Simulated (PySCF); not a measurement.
# Atomic charges against the basis set

Species: SiF4.
Bonds: F1–Si2, Si2–F3, Si2–F4, Si2–F5.

PBE0 throughout (PySCF), one geometry, spherical d and f functions. Geometry: PBE0-D3(BJ)/def2-SVP; no solvent, vibrations or thermal averaging. Atoms taken as equivalent share a column and are averaged.

Mulliken charges (e):

| basis | functions | F1/F3/F4/F5 | Si2 |
| --- | --- | --- | --- |
| pcSseg-0 | 49 | -0.491 | +1.965 |
| cc-pVDZ | 74 | -0.271 | +1.082 |
| pcSseg-1 | 92 | -0.386 | +1.546 |
| aug-cc-pVDZ | 119 | -0.615 | +2.458 |
| cc-pVTZ | 154 | -0.241 | +0.965 |
| IGLO-III | 184 | -0.432 | +1.728 |

IAO charges (e):

| basis | functions | F1/F3/F4/F5 | Si2 |
| --- | --- | --- | --- |
| pcSseg-0 | 49 | -0.471 | +1.885 |
| cc-pVDZ | 74 | -0.492 | +1.968 |
| pcSseg-1 | 92 | -0.501 | +2.006 |
| aug-cc-pVDZ | 119 | -0.502 | +2.008 |
| cc-pVTZ | 154 | -0.509 | +2.034 |
| IGLO-III | 184 | -0.510 | +2.042 |

Hirshfeld charges (e):

```csv
basis,functions,F1/F3/F4/F5,Si2
pcSseg-0,49,-0.195,+0.780
cc-pVDZ,74,-0.164,+0.655
pcSseg-1,92,-0.175,+0.699
aug-cc-pVDZ,119,-0.178,+0.712
cc-pVTZ,154,-0.170,+0.679
IGLO-III,184,-0.171,+0.682
```

ESP-fitted charges (e):

```json
{"basis": "pcSseg-0", "functions": "49", "F1/F3/F4/F5": "-0.450", "Si2": "+1.801"}
{"basis": "cc-pVDZ", "functions": "74", "F1/F3/F4/F5": "-0.279", "Si2": "+1.116"}
{"basis": "pcSseg-1", "functions": "92", "F1/F3/F4/F5": "-0.304", "Si2": "+1.217"}
{"basis": "aug-cc-pVDZ", "functions": "119", "F1/F3/F4/F5": "-0.249", "Si2": "+0.997"}
{"basis": "cc-pVTZ", "functions": "154", "F1/F3/F4/F5": "-0.259", "Si2": "+1.036"}
{"basis": "IGLO-III", "functions": "184", "F1/F3/F4/F5": "-0.251", "Si2": "+1.004"}
```

Which scheme is steadiest as the basis changes?

Largest range over the bases for any column: Hirshfeld 0.12 e, IAO 0.16 e, ESP-fitted 0.80 e, Mulliken 1.49 e. Hirshfeld charges move least and Mulliken charges most, counted in e.

How much do the charges still move between the two largest bases, cc-pVTZ and IGLO-III?

At most, over all atoms: Mulliken 0.763 e, IAO 0.008 e, Hirshfeld 0.003 e, ESP-fitted 0.033 e.

What do the same runs give for the total energy and the frontier levels?

```
      basis  energy (Eh)  HOMO (eV)  LUMO (eV)
   pcSseg-0    -687.3334     -12.71      -0.21
    cc-pVDZ    -688.6015     -12.52       0.37
   pcSseg-1    -688.5787     -12.79       0.12
aug-cc-pVDZ    -688.6547     -12.84      -0.69
    cc-pVTZ    -688.8007     -12.69       0.28
   IGLO-III    -688.8354     -12.78       0.15
```
